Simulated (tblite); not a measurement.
Compound: C6H9OP.
SMILES with atom numbers: `[CH:1]#[C:2][P:3]([CH3:4])[CH2:5][C:6]([CH3:7])=[O:8]` (hydrogens: H9 on C1; H10, H11, H12 on C4; H13, H14 on C5; H15, H16, H17 on C7)

Geometry (GFN2-xTB, Å), atoms numbered from 1 in this order:
```
atom  x, y, z in Å
C1    -1.5281    2.9162   -1.5401
C2    -1.3118    2.0256   -0.7623
P3    -1.0475    0.8315    0.5236
C4    -2.1264   -0.4945   -0.1954
C5     0.6065    0.2419   -0.1434
C6     1.0632   -0.8484    0.7858
C7     2.4681   -1.3512    0.5941
O8     0.3214   -1.2639    1.6416
H9    -1.7060    3.6665   -2.2550
H10   -3.1663   -0.1932   -0.0784
H11   -1.9659   -1.4159    0.3599
H12   -1.9169   -0.6513   -1.2535
H13    1.3258    1.0649   -0.1593
H14    0.5155   -0.1380   -1.1656
H15    2.6898   -1.4890   -0.4611
H16    2.6145   -2.2830    1.1342
H17    3.1570   -0.6062    0.9901
```

Computed values, GFN2-xTB/tblite, gas phase, harmonic and unscaled. Errors from tens to a few hundred cm⁻¹ against measured bands are possible. One conformer, not necessarily the lowest.

Harmonic wavenumbers (cm⁻¹): 39.4, 70.1, 86.6, 91.5, 146.0, 159.8, 176.6, 255.2, 308.7, 349.4, 371.4, 451.9, 553.5, 642.9, 661.0, 663.3, 700.8, 747.0, 765.7, 867.9, 883.5, 891.9, 944.4, 985.2, 1078.5, 1125.4, 1233.6, 1313.6, 1368.4, 1392.5, 1439.4, 1449.4, 1454.7, 1457.4, 1755.1, 2197.7, 2927.8, 2959.6, 2985.7, 3013.4, 3016.9, 3028.0, 3040.3, 3054.4, 3361.7.

A = 3431, B = 1001, C = 857.3 MHz; mass 128.039 u (most abundant isotopes); point group C1, symmetry number 1.

Question: Zero-point energy?

Answer: Half the sum of the wavenumbers: 28234 cm⁻¹ = 337.75 kJ/mol.

Question: Entropy at 400 K, 1 bar (ideal gas, RRHO, classical rotation)?

Answer: Translation 175.48, rotation 125.34, vibration 185.55: S = 486.4 J/(mol K).

Question: And Cp and H(400 K) − H(0)?

Answer: Cp = 199.13 J/(mol K), of which vibrations give 165.87 (their classical limit is 45 R = 374.2); H(400 K) − H(0) = 49.89 kJ/mol without the zero-point energy, 36.59 from vibrations.

Question: Which modes carry the vibrational entropy at 400 K?

Answer: 39.4 cm⁻¹: 24.57; 70.1 cm⁻¹: 19.79; 86.6 cm⁻¹: 18.05; 91.5 cm⁻¹: 17.59; 146.0 cm⁻¹: 13.76; 159.8 cm⁻¹: 13.03 J/(mol K); the other 39 give 78.75 together.

Question: What must be added to the electronic energy to get the Gibbs energy at 400 K and 1 bar?

Answer: ZPE + [H(400 K) − H(0)] − T·S = 337.75 + 49.89 − 194.55 = 193.09 kJ/mol.

Question: Blend soft modes into free rotors: weight 1/[1 + (100 cm⁻¹/ν̃)⁴] for the oscillator and the rest for a rotor with moment μB/(μ + B), μ = h/(8π²ν), B = 10⁻⁴⁴ kg m². What vibrational entropy results?

Answer: 168.19 J/(mol K) in place of 185.55, which changes −T·S at 400 K by +6.94 kJ/mol.

Question: How do the functions run with temperature in this model?

Answer: 
| T (K) | S (J/(mol K)) | Cp (J/(mol K)) | H − H(0) (kJ/mol) | G − H(0) (kJ/mol) | ln q(vib) |
| --- | --- | --- | --- | --- | --- |
| 50 | 249.5 | 62.5 | 2.26 | -10.22 | 0.72 |
| 100 | 301.4 | 88.3 | 6.07 | -24.07 | 2.31 |
| 298.15 | 433.0 | 165.0 | 31.30 | -97.79 | 8.44 |
| 373.15 | 472.8 | 190.7 | 44.66 | -131.78 | 10.57 |
| 500 | 533.9 | 226.9 | 71.24 | -195.70 | 14.00 |
| 750 | 636.1 | 277.1 | 134.69 | -342.39 | 20.21 |
| 1000 | 720.8 | 310.9 | 208.46 | -512.30 | 25.77 |

q(vib) and H(0) count from the zero-point level.

Hindered rotation and anharmonicity are outside this model. Other conformers, if any are populated, would add a mixing term that is left out. The structure is chiral; the term R ln 2 for an equal mix with its mirror image is left out.
